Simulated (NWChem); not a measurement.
System: CH6BN; SMILES BNC

```xyz
9

B      0.2353    -1.3614     0.0000
H     -0.4266    -2.3743     0.0000
H      1.4464    -1.3842     0.0000
N     -0.4167    -0.1364     0.0000
C      0.1818     1.1752     0.0000
H     -1.4311    -0.1255     0.0000
H     -0.1074     1.7594     0.8904
H     -0.1074     1.7594    -0.8904
H      1.2756     1.0760     0.0000
```
Atoms are numbered in this order, from 1.

Computed with NWChem. The geometry was optimised at PBE0/def2-SVP. Vertical excitations in the gas phase.

**Question.** Predict the results for BHandHLYP/def2-SVP, full TDDFT. Quantities: lowest excitation, singlet (eV); oscillator strength of that lowest state; lowest state with f > 0.02, singlet (eV); oscillator strength of that bright state; lowest triplet (eV); orbital gap (eV).

**Answer.** 
* **lowest excitation, singlet (eV)**: 7.71
* **oscillator strength of that lowest state**: 0.000
* **lowest state with f > 0.02, singlet (eV)**: 8.00
* **oscillator strength of that bright state**: 0.299
* **lowest triplet (eV)**: 5.59
* **orbital gap (eV)**: 10.59
